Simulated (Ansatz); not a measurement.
Input file for Ansatz (a program for electronic structure): R-r2SCAN/def2-TZVPPD on HF (SMILES F) with ghost functions. Files ending in .json are basis or fitting sets from the Basis Set Exchange.

Ansatz 0.2 input:
```yaml
crystal:
  periodic: [false, false, false]
  atoms:
    - {symbol: F, position_ang: [0.48255518, -0.31717282, -0.34942402]}
    - {symbol: H, position_ang: [0.35994762, -0.18489023, 0.57557568]}
basis:
  gaussian:
    orbitals: def2-TZVPPD.json
    ghost_atoms:
      - {symbol: C, position_ang: [-0.20969189, 0.42775574, 4.86402029]}
      - {symbol: C, position_ang: [-0.02030669, 0.22427232, 3.43915778]}
      - {symbol: N, position_ang: [0.12916952, 0.06362573, 2.31424087]}
      - {symbol: H, position_ang: [-1.22221563, 0.14162215, 5.14890445]}
      - {symbol: H, position_ang: [0.50163771, -0.17950037, 5.42391911]}
      - {symbol: H, position_ang: [-0.05395055, 1.47740773, 5.11344393]}
hamiltonian:
  xc: {name: r2SCAN}
scf: {lower_state_search: off}
```

The log:

```
WARN ansatz: RAYON_NUM_THREADS=1 ignored (pool sized by the plan → 1); use --threads N
Functional definition: r2SCAN
these checks for a lower state are left out or cut short: stability, starts, cluster_reference, orbital_swaps, neighbouring_geometries, increment
integrals: 0.09 GiB planned
901 factors; their error is unknown
mean field: 0.84 GiB planned
mean field evaluation 1: about -2731.8208 eV, gradient 3.3e1 eV
mean field evaluation 2: about -2728.4474 eV, gradient 6.0e1 eV
mean field evaluation 4: about -2733.3395 eV, gradient 3.8e-1 eV
mean field evaluation 8: about -2733.3386 eV, gradient 1.3e-3 eV
mean field -2733.33864312 eV, -100.4483424113 hartree, gradient 6.4e-6 eV, S^2 0.000000; 0 other end points of the search recorded, 0 dependent functions left out
reference -2733.33865600 eV, -100.4483428844 hartree; 5, 5 occupied and 214, 214 virtual orbitals, 901 factors
Total energy: -2733.33865600 eV, -100.4483428844 hartree
Checks for a lower state left out: stability, starts, cluster_reference, orbital_swaps, neighbouring_geometries, increment
```

The calculation finished and met its thresholds.

Cost: very roughly 2.0 core-seconds.
